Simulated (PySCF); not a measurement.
SMILES CC(C)C(OCOC)=O, singlet (GFN2-xTB optimised geometry):

```
21

C     -1.130     2.201     0.000
O     -0.576     0.909     0.000
C      0.820     0.909     0.000
O      1.267    -0.394     0.252
C      1.328    -0.779     1.549
O      1.140    -0.037     2.471
C      1.648    -2.255     1.644
C      2.454    -2.548     2.904
C      0.309    -3.001     1.651
H     -0.837     2.758    -0.898
H     -2.209     2.067     0.011
H     -0.818     2.764     0.887
H      1.221     1.187    -0.988
H      1.208     1.597     0.772
H      2.209    -2.537     0.749
H      2.600    -3.620     3.015
H      3.427    -2.065     2.859
H      1.925    -2.171     3.775
H     -0.263    -2.764     0.757
H      0.482    -4.074     1.683
H     -0.273    -2.713     2.524
```

Calculation: CAM-B3LYP/def2-SVP run with PySCF.

### Question
What are the frontier orbital energies and the dipole moment?

### Answer
HOMO-2 -10.35 eV, HOMO-1 -9.27 eV, HOMO -9.02 eV, LUMO 1.72 eV, LUMO+1 2.79 eV; dipole moment 1.41 D.

On the same geometry PySCF 2.14.0 with PBE/def2-SVP gives HOMO-2 -7.38 eV, HOMO-1 -6.14 eV, HOMO -5.91 eV, LUMO -0.68 eV, LUMO+1 1.06 eV; dipole moment 1.33 D.

Meta-Löwdin charges at CAM-B3LYP/def2-SVP: C1 -0.07, O2 -0.40, C3 0.23, O4 -0.35, C5 0.51, O6 -0.44, C7 -0.07, C8 -0.29, C9 -0.28, H10 0.08, H11 0.12, H12 0.09, H13 0.09, H14 0.09, H15 0.10, H16 0.09, H17 0.10, H18 0.11, H19 0.10, H20 0.10, H21 0.10.
